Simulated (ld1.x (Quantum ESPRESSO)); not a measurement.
Reading a pseudo-wave (silicon)

Columns: radius, all-electron u(r) and pseudo u(r) of the 3p shell (level -4.06 eV) of silicon in the configuration [Ne] 3s2 3p2; PBEsol, scalar-relativistic, TM semilocal scheme, ld1.x (Quantum ESPRESSO) 7.5.

```json
{"r (bohr)": "0.080", "all-electron": "0.0741", "pseudo": "-0.0032"}
{"r (bohr)": "0.160", "all-electron": "0.1766", "pseudo": "-0.0125"}
{"r (bohr)": "0.240", "all-electron": "0.2407", "pseudo": "-0.0276"}
{"r (bohr)": "0.320", "all-electron": "0.2594", "pseudo": "-0.0478"}
{"r (bohr)": "0.400", "all-electron": "0.2413", "pseudo": "-0.0719"}
{"r (bohr)": "0.480", "all-electron": "0.1976", "pseudo": "-0.0991"}
{"r (bohr)": "0.560", "all-electron": "0.1380", "pseudo": "-0.1282"}
{"r (bohr)": "0.640", "all-electron": "0.0697", "pseudo": "-0.1585"}
{"r (bohr)": "0.720", "all-electron": "-0.0021", "pseudo": "-0.1893"}
{"r (bohr)": "0.800", "all-electron": "-0.0740", "pseudo": "-0.2205"}
{"r (bohr)": "0.880", "all-electron": "-0.1435", "pseudo": "-0.2522"}
{"r (bohr)": "0.960", "all-electron": "-0.2092", "pseudo": "-0.2847"}
{"r (bohr)": "1.040", "all-electron": "-0.2701", "pseudo": "-0.3184"}
{"r (bohr)": "1.120", "all-electron": "-0.3258", "pseudo": "-0.3535"}
{"r (bohr)": "1.200", "all-electron": "-0.3762", "pseudo": "-0.3900"}
{"r (bohr)": "1.280", "all-electron": "-0.4214", "pseudo": "-0.4269"}
{"r (bohr)": "1.360", "all-electron": "-0.4614", "pseudo": "-0.4629"}
{"r (bohr)": "1.440", "all-electron": "-0.4963", "pseudo": "-0.4965"}
{"r (bohr)": "1.520", "all-electron": "-0.5263", "pseudo": "-0.5263"}
{"r (bohr)": "1.600", "all-electron": "-0.5516", "pseudo": "-0.5516"}
{"r (bohr)": "1.680", "all-electron": "-0.5725", "pseudo": "-0.5725"}
{"r (bohr)": "1.760", "all-electron": "-0.5893", "pseudo": "-0.5893"}
{"r (bohr)": "1.840", "all-electron": "-0.6024", "pseudo": "-0.6024"}
{"r (bohr)": "1.920", "all-electron": "-0.6120", "pseudo": "-0.6120"}
{"r (bohr)": "2.000", "all-electron": "-0.6185", "pseudo": "-0.6185"}
{"r (bohr)": "2.080", "all-electron": "-0.6222", "pseudo": "-0.6222"}
```

Q: How many radial nodes do the two functions have?

A: The all-electron 3p function has n − l − 1 = 1; the pseudo-wave has 0, since the states of the same l below it are removed with the core.

Q: At about which radius was the pseudo-wave matched?

A: 1.60 bohr. The columns agree to 0.0005 from 1.44 bohr on; several derivatives are matched, so the curves merge somewhat inside the radius.

Q: Is the pseudo-wave norm-conserving?

A: Yes: the TM semilocal scheme keeps the norm inside the radius equal to the all-electron one, which fixes the energy derivative of the logarithmic derivative at the level.
